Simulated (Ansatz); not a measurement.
`[SiH3][SiH2]I` + `[OH][In]([OH])[Cl]` → `[OH][In]([Cl])[O][SiH3]` + `[SiH3]I`  (cleavage of the Si–Si bond)

Calculated with Ansatz (gas phase, PBE0-D4/def2-TZVP geometries, no zero-point term in ΔE). CBS: MP2 limit from def2 TZ/QZ plus the TZ coupled-cluster correction, frozen cores. DFT in def2-TZVPP. def2 core potentials past Kr. For I, In outer-core shells are correlated without core-valence functions, which leaves a few kJ/mol of doubt a bond. Each species was taken in one conformer, which may not be the lowest.

CCSD(T)/CBS gives -93.1 kJ/mol.

(1) Another level gave -105.3 kJ/mol. Which?
A. SCS-MP2/def2-TZVPP
B. r2SCAN/def2-TZVPP
C. PBE0/def2-TZVPP
D. ωB97X-V/def2-TZVPP

Largest T1 diagnostic among the species: 0.016.

Results:

(1) A. SCS-MP2/def2-TZVPP -105.3, r2SCAN -84.4, PBE0 -74.2, ωB97X-V -90.1 kJ/mol.

In def2-TZVPP, CCSD(T) changes the Hartree–Fock value by +27.2 kJ/mol (the triples alone add +3.6 kJ/mol) and MP2 by +21.8 kJ/mol. From PBE to PBE0 (25 % exact exchange), in def2-TZVPP and without D4, ΔE moves by −10.3 kJ/mol.
